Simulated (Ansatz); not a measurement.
C3H6FNSi, SMILES `NC1(F)C=C[SiH2]1`. The species carries charge 0 and has multiplicity 1. All single points use the PBE0-D4/def2-TZVP geometry. It is one conformer, not always the lowest.

```xyz
12

N     0.371   -0.714   -1.577
C     0.514    0.078   -0.426
F     1.708    0.841   -0.461
C     0.456   -0.698    0.871
C    -0.592   -0.246    1.574
Si   -1.011    1.017    0.281
H     1.138   -1.366   -1.697
H     0.263   -0.164   -2.418
H     1.167   -1.481    1.138
H    -0.926   -0.612    2.536
H    -0.785    2.445    0.626
H    -2.304    0.898   -0.446
```

(1) What is the dipole moment at r2SCAN/def2-TZVPP? (An estimate is asked.)

(2) And with PBE, B3LYP, ωB97M-V? (Estimate.)

(3) Give the Mulliken charges with r2SCAN, PBE, B3LYP in def2-TZVPP. (Best estimate.)

Results:

(1) Ansatz gave: 1.17 D, with components (-0.44, -1.05, -0.27) D in this frame, pointing from negative to positive charge.

(2) The calculation gave: PBE 1.15 D, B3LYP 1.16 D, ωB97M-V 1.15 D.

(3) The calculation gave: 
| atom | r2SCAN | PBE | B3LYP |
| --- | --- | --- | --- |
| N1 | -0.35 | -0.32 | -0.32 |
| C2 | 0.23 | 0.22 | 0.24 |
| F3 | -0.25 | -0.21 | -0.26 |
| C4 | -0.02 | -0.07 | -0.07 |
| C5 | -0.26 | -0.18 | -0.24 |
| Si6 | 0.39 | 0.24 | 0.34 |
| H7 | 0.14 | 0.14 | 0.13 |
| H8 | 0.15 | 0.16 | 0.14 |
| H9 | 0.07 | 0.08 | 0.10 |
| H10 | 0.06 | 0.09 | 0.10 |
| H11 | -0.08 | -0.07 | -0.07 |
| H12 | -0.09 | -0.07 | -0.08 |

B3LYP here is the variant with VWN-RPA as its local correlation; programs differ in this.
